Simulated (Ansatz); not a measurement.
Consider the formal exchange of groups at the Al–Si bond: `[AlH2][SiH]([SiH3])[SiH3]` + `C=CCOCF` → `C=CC[O][AlH2]` + `FC[SiH]([SiH3])[SiH3]`.

Calculated with Ansatz (gas phase, PBE0-D4/def2-TZVP geometries, no zero-point term in ΔE). CCSD(T)/CBS is the MP2 limit (def2-TZVPP, def2-QZVPP) plus CCSD(T) − MP2 in def2-TZVPP, frozen cores. DFT in def2-TZVPP. B3LYP here is the variant with VWN-RPA as its local correlation; programs differ in this. Each species was taken in one conformer, which may not be the lowest.

| level | ΔE (kJ/mol) |
| --- | --- |
| B3LYP-D4 | -130.8 |
| B3LYP | -129.2 |
| MP2/def2-TZVPP | -131.4 |
| CCSD(T)/def2-TZVPP | -121.8 |

Problem. What does CCSD(T)/CBS give? (Estimate.)

Solution. Computed: -126.3 kJ/mol. The listed levels differ from it by -4.5, -2.9, -5.1, 4.5 kJ/mol.

Largest T1 diagnostic among the species: 0.014.
